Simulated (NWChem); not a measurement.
System: SiH2Br2; SMILES Br[SiH2]Br

Program: NWChem. Medium grid unless said otherwise, to which SCAN and Minnesota functionals are sensitive. The geometry was optimised at PBE0/def2-SVP. Hybrids' shares of exact exchange are those that their runs print; pure functionals count as 0. The functionals differ in more than this share.

```
row                                     share of exact exchange  orbital gap (eV)
--------------------------------------  -----------------------  ----------------
LDA (Slater exchange, VWN5)/def2-TZVPD                     0.00              5.54
PBE/def2-TZVPD                                             0.00              5.66
B3LYP/def2-TZVPD                                           0.20              7.30
PBE0/def2-TZVPD                                            0.25              7.77
M06-2X/def2-TZVPD                                          0.54              9.64
Hartree-Fock/def2-TZVPD                                    1.00          withheld
```

Problem. Fit a straight line of the last column on the one before it, predict the withheld value, and compare with the run.

Solution. 
1. Means of the 5 shown rows: x = 0.198, y = 7.182. Slope Σ(x − x̄)(y − ȳ)/Σ(x − x̄)² = 1.498/0.1981 = 7.562; intercept 5.685.
2. The shown rows scatter about the line by 0.132 (root mean square); the largest residual is +0.19, at PBE0/def2-TZVPD.
3. At x = 1.00 (Hartree-Fock/def2-TZVPD; beyond the shown range) the line gives 13.25.
4. The run gives 12.84, -0.41 from the line, 3.1 times the scatter.
